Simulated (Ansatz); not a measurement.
The same atomization along the group B, Al, Ga, In.

Computed with Ansatz on PBE0-D4/def2-TZVP structures; ΔE is electronic, products minus reactants. CCSD(T)/CBS is the MP2 limit (def2-TZVPP, def2-QZVPP) plus CCSD(T) − MP2 in def2-TZVPP, frozen cores. This one scheme is used for every species, atoms too. Functionals use def2-TZVPP. No spin–orbit coupling; open shells (•) take unrestricted orbitals. Spin–orbit coupling would lower the free atoms: a little for Al, B, Cl, O, Si; clearly for Ga; strongly for In. def2 core potentials past Kr. Bonds to Ga, In are less sure, by a few kJ/mol each and by 10 to 20 or more in all where they break to atoms, as the def2 sets lack core-valence functions. Scalar relativity is left out up to krypton. Each species was taken in one conformer, which may not be the lowest.

| reaction | PBE0-D4 (kJ/mol) | CCSD(T)/def2-SVP (kJ/mol) | LDA (SPW92) (kJ/mol) | CCSD(T)/CBS(def2) (kJ/mol) |
| --- | --- | --- | --- | --- |
| `[SiH3]OB(Cl)Cl` → B• + 2 Cl• + 3 H• + O• + Si• | 2895 | 2734 | 3301 | 2902 |
| `[SiH3][O][Al]([Cl])[Cl]` → Al• + 2 Cl• + 3 H• + O• + Si• | 2736 | 2581 | 3082 | 2799 |
| `[SiH3][O][Ga]([Cl])[Cl]` → Ga• + 2 Cl• + 3 H• + O• + Si• | 2508 | 2372 | 2867 | 2560 |
| `[SiH3][O][In]([Cl])[Cl]` → In• + 2 Cl• + 3 H• + O• + Si• | 2366 | 2214 | 2717 | 2433 |

Largest T1 diagnostic: 0.018, for Al•.

For atomizations the MP2-based limit and the directly extrapolated one differ by several kJ/mol either way, and by 10 to 25 for some Ge, Se and Sn compounds, so smaller differences from it don't rank the levels.
